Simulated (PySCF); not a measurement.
C2H6FNSi2, SMILES N[Si@@H]1C=C[Si@@H]1F. The structure is a stationary point at PBE-D3(BJ)/def2-SVP. The structure was generated by enumeration; whether it is a known compound was not checked. Other conformers were not sampled.

These are PBE-D3(BJ)/def2-SVP run with PySCF values and carry that method's errors.

Harmonic wavenumbers (cm⁻¹): 83, 96, 163, 225, 261, 360, 379, 406, 444, 608, 636, 677, 705, 741, 754, 805, 838, 866, 904, 992, 1016, 1228, 1492, 1496, 2128, 2144, 3047, 3073, 3491, 3590. Rotational constants (GHz): 3.319, 1.787, 1.373; symmetry number 1.

### Question
Work out the zero-point energy and the ideal-gas rigid-rotor harmonic-oscillator thermochemistry at 298.15 K and 1 atm.

### Answer
ZPE = ½ Σ hcν = ½ × 33650 cm⁻¹ = 48.10 kcal/mol. H − E(el) = 53.90 kcal/mol. Entropy in cal/(mol K): translation 40.24, rotation 28.07, vibration 20.25, total 88.56. G − E(el) = 27.49 kcal/mol. Cp = 31.72 cal/(mol K). Modes under 150 cm⁻¹ make the vibrational entropy uncertain.
